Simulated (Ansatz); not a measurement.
Consider the formal exchange of groups at the Si–Si bond: `O=C[SiH2][SiH2][SiH3]` + SiH₄ → `O=C[SiH2][SiH3]` + `[SiH3][SiH3]`.

Isolated molecules relaxed with PBE0-D4/def2-TZVP in Ansatz; ΔE leaves out vibrations. CCSD(T)/CBS is the MP2 limit (def2-TZVPP, def2-QZVPP) plus CCSD(T) − MP2 in def2-TZVPP, frozen cores. This one scheme is used for every species. DFT in def2-TZVPP. Each species was taken in one conformer, which may not be the lowest.

```csv
level,ΔE (kJ/mol)
PBE,3.5
CCSD/def2-TZVPP,9.6
```

What does CCSD(T)/CBS give? (Best estimate.)

Computed: +10.8 kJ/mol. The listed levels differ from it by -7.3, -1.2 kJ/mol.

Largest T1 diagnostic among the species: 0.016.

The D4 term adds +7.6 kJ/mol with B3LYP and +4.4 kJ/mol with PBE0; it sums over pairs of atoms, weighted by their polarisabilities, and B3LYP, whose exchange is more repulsive, gets the larger term. In def2-TZVPP, CCSD(T) changes the Hartree–Fock value by +6.7 kJ/mol (the triples alone add +1.5 kJ/mol) and MP2 by +8.2 kJ/mol.

B3LYP here is the variant with VWN-RPA as its local correlation; programs differ in this.
